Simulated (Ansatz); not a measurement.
`OC(F)[SiH2][SiH3]` + H₂ → `FC[SiH2][SiH3]` + H₂O  (hydrogenolysis of a C–O bond)

Isolated molecules relaxed with PBE0-D4/def2-TZVP in Ansatz; ΔE leaves out vibrations. CBS: MP2 limit from def2 TZ/QZ plus the TZ coupled-cluster correction, frozen cores. This one scheme is used for every species. Functionals use def2-TZVPP. One conformer a species, not always the lowest.

`OC(F)[SiH2][SiH3]`:

```xyz
12

O    -2.476    0.344   -0.624
C    -1.262    0.631   -0.043
F    -1.364    0.528    1.349
Si    0.053   -0.623   -0.656
Si    2.001   -0.367    0.613
H    -3.096    1.059   -0.446
H    -0.958    1.671   -0.226
H    -0.511   -1.991   -0.525
H     0.320   -0.331   -2.091
H     2.432    1.058    0.590
H     3.092   -1.199    0.038
H     1.769   -0.779    2.021
```

H₂:

```xyz
2

H    -0.160    0.334   -0.046
H     0.160   -0.334    0.046
```

`FC[SiH2][SiH3]`:

```xyz
11

F    -0.238   -1.502   -1.672
C     0.896   -0.834   -1.219
Si    0.400    0.747   -0.285
Si   -1.129    0.245    1.413
H     1.525   -0.606   -2.086
H     1.455   -1.514   -0.568
H     1.648    1.326    0.288
H    -0.181    1.729   -1.240
H    -1.402    1.460    2.227
H    -2.409   -0.246    0.839
H    -0.564   -0.806    2.302
```

H₂O:

Cartesian coordinates in Å:
```
O -0.364 -0.120 0.067
H -0.067 0.491 -0.610
H 0.431 -0.371 0.543
```

Problem. Is it downhill or uphill in electronic energy at CCSD(T)/CBS, and by how much? (An estimate is asked.)

Solution. Ansatz gave: Downhill: ΔE = -0.79 eV.

Problem. What do these levels give: PBE-D4, PBE0-D4, ωB97M-V, B2PLYP, MP2/def2-TZVPP, CCSD/CBS(def2)? (Estimate.)

Solution. The calculation gave: PBE-D4 -0.66, PBE0-D4 -0.73, ωB97M-V -0.71, B2PLYP -0.76, MP2/def2-TZVPP -0.77, CCSD/CBS(def2) -0.84 eV.

Largest T1 diagnostic among the species: 0.013.

In def2-TZVPP, CCSD(T) changes the Hartree–Fock value by +0.11 eV (the triples alone add +0.05 eV) and MP2 by +0.10 eV. The D4 term adds +0.05 eV with B3LYP and +0.03 eV with PBE0; it sums over pairs of atoms, weighted by their polarisabilities, and B3LYP, whose exchange is more repulsive, gets the larger term. From PBE to PBE0 (25 % exact exchange), in def2-TZVPP and without D4, ΔE moves by −0.07 eV.

B3LYP here is the variant with VWN-RPA as its local correlation; programs differ in this.
